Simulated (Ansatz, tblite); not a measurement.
Cost and result up the ladder for [GeH3]- (GeH3⁻) (4 atoms). Total charge -1; singlet. Geometry: r2SCAN-D4/def2-TZVPD.

```xyz
4

Ge    0.217    0.615    0.158
H    -1.321    0.152    0.272
H     0.737   -0.730    0.876
H     0.367   -0.038   -1.307
```

Ansatz on 4 threads of Arm Neoverse V1 on a shared host; xTB runs through tblite on one thread. Times are rough, summed over both states, and most runs start from the orbitals of an earlier one. CCSD(T)/def2-TZVPPD serves as the yardstick here, not as an exact answer. The other state is a doublet.

The xTB rows come from tblite. Correlated methods freeze 9 core orbitals; core or outer-core shells of Ge are correlated, in sets that lack core-valence functions.

Raw xTB energies of ions are shifted by several eV.

```
               level  functions  wall time  vertical IE (eV)  difference from CCSD(T)/def2-TZVPPD (eV)                       remarks
            GFN2-xTB         12    0.002 s              6.37                                      4.31                             –
  PBE0-D4/def2-TZVPD         81      1.1 s              2.09                                      0.03  HOMO above zero (-1 singlet)
   PBE-D4/def2-TZVPD         81      1.4 s              2.12                                      0.05  HOMO above zero (-1 singlet)
r2SCAN-D4/def2-TZVPD         81      1.9 s              2.08                                      0.02  HOMO above zero (-1 singlet)
 CCSD(T)/def2-TZVPPD        105      7.8 s              2.06                                      0.00                             –
```
